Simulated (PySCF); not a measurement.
# Fractional electron number in Nb⁻ (niobium, charge -1)

The 5s beta orbital of [Kr] 4d4 5s2 is emptied in steps (occupation f), with all orbitals relaxed, ending at [Kr] 4d4 5s1. All numbers are calculated (PySCF 2.14, scalar relativity through the core potential, in aug-cc-pVDZ-PP with ECP28MDF (5s5p4d2f, 54 functions)). The exact energy is a straight line in f; departures are measured from the line between the end points of the same method.

```json
{"f": "1", "UHF (eV)": "0.000", "LDA (eV)": "0.000", "PBE (eV)": "0.000"}
{"f": "0.9", "UHF (eV)": "0.002", "LDA (eV)": "-0.167", "PBE (eV)": "-0.154"}
{"f": "0.7", "UHF (eV)": "0.005", "LDA (eV)": "-0.401", "PBE (eV)": "-0.368"}
{"f": "0.5", "UHF (eV)": "0.006", "LDA (eV)": "-0.490", "PBE (eV)": "-0.446"}
{"f": "0.3", "UHF (eV)": "0.005", "LDA (eV)": "-0.420", "PBE (eV)": "-0.378"}
{"f": "0.1", "UHF (eV)": "0.002", "LDA (eV)": "-0.182", "PBE (eV)": "-0.156"}
{"f": "0", "UHF (eV)": "0.000", "LDA (eV)": "0.000", "PBE (eV)": "0.000"}
```

```csv
method,E(f=0) − E(f=1) (eV),−ε at f=1 (eV),−ε at f=0.5 (eV)
UHF,-0.264,-0.236,-0.266
LDA,0.938,-0.894,0.882
PBE,0.638,-1.050,0.603
```

Orbital energy along the path (eV):

```tsv
f	UHF	LDA	PBE
1	0.236	0.894	1.050
0.9	0.244	0.573	0.750
0.7	0.256	-0.121	0.102
0.5	0.266	-0.882	-0.603
0.3	0.274	-1.700	-1.358
0.1	0.281	-2.557	-2.122
0	0.284	-2.912	-1.934
```

As f goes to zero the orbital energy of a semilocal functional can turn back, because the density of that orbital vanishes from the exchange-correlation potential.

At f = 1 the orbital energy is positive for UHF, LDA, PBE: only the finite basis holds the electron.

Reference removal energy between the ground levels: 0.917 eV (measured; photodetachment measurements, as compiled on the Wikipedia data page of electron affinities). The calculation has no spin-orbit coupling. UHF lacks correlation.
